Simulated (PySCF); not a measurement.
# C5H11O2: g tensor and hyperfine couplings

Compound: C5H11O2 (doublet state).
Z-matrix (Å and degrees, GFN2-xTB geometry), rows numbered from 1:
```
C 
O   1  1.4077
C   2  1.3734  1  115.70
O   3  1.3562  2  119.44  1    29.85
C   4  1.4361  3  116.99  2   113.90
C   5  1.5222  4  107.08  3   163.63
C   5  1.5276  4  110.61  3   -74.09
H   1  1.0881  2  106.28  3  -176.81
H   1  1.0950  2  110.78  3    63.83
H   1  1.0939  2  111.15  3   -56.97
H   3  1.0824  2  111.30  1   174.38
H   5  1.1014  4  107.98  3    45.34
H   6  1.0869  5  109.86  4    61.64
H   6  1.0865  5  110.01  4  -178.08
H   6  1.0865  5  110.07  4   -57.78
H   7  1.0878  5  110.11  4   -64.42
H   7  1.0885  5  110.24  4    55.47
H   7  1.0869  5  110.02  4   175.54
```

The hyperfine couplings belong to this conformer and change with its torsions.

Identity: `O([CH]OC)C(C)C` [radical].

Method: UKS B3LYP, pcH-1 on C H O, non-relativistic, mean-field spin-orbit, GIAO in PySCF 2.14.0. Isolated species at its GFN2-xTB geometry (one conformer only). The geometry wasn't refined by DFT: couplings that depend on bond lengths, twists or pyramidal angles can differ widely from those at the functional's own minimum. The SCF solution wasn't tested for stability.

```json
{"g1, g2, g3": "2.00199, 2.00353, 2.00401", "g_iso": "2.00318", "Form of g": "rhombic: the two nearest values differ by 23 % of g3 − g1", "⟨S²⟩": "0.7529 (exact 0.7500)", "Basis functions": "285"}
```

Isotropic coupling and dipolar principal values T1 to T3, in MHz; ρ(0) is the spin density at the nucleus:

| atom | isotope | a_iso | T1 | T2 | T3 | Mulliken spin population | ρ(0) (bohr⁻³) |
| --- | --- | --- | --- | --- | --- | --- | --- |
| C1 | 13C | 3.7 | -1.9 | -0.8 | 2.7 | -0.01 | 0.0033 |
| O2 | 17O | -23.3 | -61.6 | 29.1 | 32.5 | 0.11 | 0.0385 |
| C3 | 13C | 273.4 | -73.4 | -71.4 | 144.8 | 0.83 | 0.2432 |
| O4 | 17O | -94.1 | -28.7 | 14.0 | 14.6 | 0.03 | 0.1551 |
| C5 | 13C | 47.6 | -4.9 | -4.5 | 9.3 | 0.03 | 0.0424 |
| C6 | 13C | -1.7 | -0.6 | -0.4 | 1.0 | 0.00 | -0.0015 |
| C7 | 13C | -0.5 | -1.1 | -0.2 | 1.3 | 0.00 | -0.0005 |
| H8 | 1H | -2.0 | -3.1 | -2.6 | 5.6 | 0.00 | -0.0004 |
| H9 | 1H | 14.5 | -4.4 | -3.5 | 7.9 | 0.02 | 0.0032 |
| H10 | 1H | 10.4 | -3.5 | -2.9 | 6.4 | 0.00 | 0.0023 |
| H11 | 1H | -18.5 | -31.2 | -4.4 | 35.6 | -0.03 | -0.0041 |
| H12 | 1H | 1.3 | -4.4 | -2.7 | 7.2 | 0.00 | 0.0003 |
| H13 | 1H | -0.1 | -1.4 | -1.3 | 2.7 | 0.00 | 0.0000 |
| H14 | 1H | 0.8 | -1.1 | -0.8 | 1.9 | 0.00 | 0.0002 |
| H15 | 1H | 0.0 | -1.7 | -1.4 | 3.1 | 0.00 | 0.0000 |
| H16 | 1H | 1.0 | -1.8 | -1.2 | 3.0 | 0.00 | 0.0002 |
| H17 | 1H | -0.7 | -3.2 | -2.5 | 5.7 | 0.00 | -0.0002 |
| H18 | 1H | 3.9 | -1.4 | -0.9 | 2.3 | 0.00 | 0.0009 |

The Mulliken spin populations are largest on C3 (+0.83) and O2 (+0.11). C3 is the only atom above +0.15. The angles at C3 add up to 349.6°, so it is slightly pyramidal.

Axes: g3 points within 11° of the C1–O2 bond.

Under fast tumbling the dipolar parts average out, and these isotropic splittings remain: 1 × 1H (H11, I = 1/2, 2 lines) with 0.66 mT, 3 × 1H (H8/H9/H10, I = 1/2, 4 lines) with 0.27 mT and 1 × 1H (H12, I = 1/2, 2 lines) with 0.05 mT.

Class means assume fast exchange of nuclei equivalent by connectivity; if that motion is slow, each nucleus keeps its own coupling. The three 1H nuclei of mean +7.6 MHz run from -2.0 to 14.5 MHz in the frozen geometry.

The 17O coupling of O4 (-94.1 MHz) shows only in satellite lines or after enrichment, since that isotope makes up about 0.038 % of natural oxygen.

The 13C coupling of C3 (273.4 MHz) shows only in satellite lines or after enrichment, since that isotope makes up about 1.07 % of natural carbon.

The spin density at the nucleus, in bohr⁻³, is negative for H11 (-0.0041), for instance. A restricted open-shell determinant has no negative spin density anywhere; here it arises because α and β orbitals differ (spin polarisation).
